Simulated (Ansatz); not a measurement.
Reaction (cleavage of the Si–Si bond): `C=C[SiH2][SiH3]` + `N=C(F)F` → `FC(F)=N[SiH3]` + `C=C[SiH3]`

Gas-phase electronic energies from Ansatz, PBE0-D4/def2-TZVP geometries. CCSD(T)/CBS is the MP2 limit (def2-TZVPP, def2-QZVPP) plus CCSD(T) − MP2 in def2-TZVPP, frozen cores. DFT in def2-TZVPP. One conformer a species, not always the lowest.

`C=C[SiH2][SiH3]`:

Z-matrix (Å, degrees):
```
Si
C 1 1.862
Si 1 2.343 2 110.6
H 1 1.491 2 110.5 3 119.9
H 1 1.489 2 108.8 3 -120.8
C 2 1.330 1 123.5 3 113.6
H 2 1.089 1 118.3 3 -64.9
H 3 1.488 1 110.4 2 -62.0
H 3 1.489 1 111.0 2 177.5
H 3 1.489 1 110.1 2 57.5
H 6 1.086 2 121.8 1 1.5
H 6 1.086 2 122.1 1 -178.7
```

`N=C(F)F`:

Z-matrix (Å, degrees):
```
C
N 1 1.236
F 1 1.320 2 128.2
F 1 1.304 2 123.4 3 180.0
H 2 1.014 1 111.7 3 0.0
```

`FC(F)=N[SiH3]`:

Cartesian coordinates in Å:
```
F 2.202 1.332 -0.939
C 1.337 0.584 -0.296
F 1.999 -0.033 0.669
N 0.146 0.504 -0.571
Si -1.138 -0.413 0.148
H -2.167 0.554 0.595
H -1.691 -1.292 -0.908
H -0.689 -1.236 1.301
```

`C=C[SiH3]`:

Z-matrix (Å, degrees):
```
Si
C 1 1.859
H 1 1.488 2 110.8
H 1 1.487 2 109.0 3 -120.3
H 1 1.488 2 110.8 3 119.3
C 2 1.330 1 123.1 3 120.2
H 2 1.089 1 118.8 3 -59.8
H 6 1.087 2 122.2 1 -180.0
H 6 1.087 2 121.7 1 0.0
```

```tsv
level	ΔE (kJ/mol)	difference from CCSD(T)/CBS
PBE-D4	-29.8	17.7
PBE0-D4	-34.4	13.1
ωB97M-V	-52.2	-4.7
PBE-QIDH	-45.7	1.8
PBE0	-36.1	11.4
r2SCAN0	-45.9	1.6
CAM-B3LYP	-56.1	-8.6
RPA@PBE/def2-TZVPP	-48.2	-0.7
HF/def2-QZVPP	-68.3	-20.8
CCSD/CBS(def2)	-49.5	-2.0
CCSD(T)/CBS	-47.5	0
```

Largest T1 diagnostic among the species: 0.013.

From PBE to PBE0 (25 % exact exchange), in def2-TZVPP and without D4, ΔE moves by −4.7 kJ/mol. In def2-TZVPP, CCSD(T) changes the Hartree–Fock value by +20.2 kJ/mol (the triples alone add +2.1 kJ/mol) and MP2 by +10.6 kJ/mol. Leaving LDA and LC-ωPBE aside and taking each functional with its dispersion term where it has one, the values, not all of them listed here, spread over 25.0 kJ/mol, from BHLYP-D4 to PBE-D4.
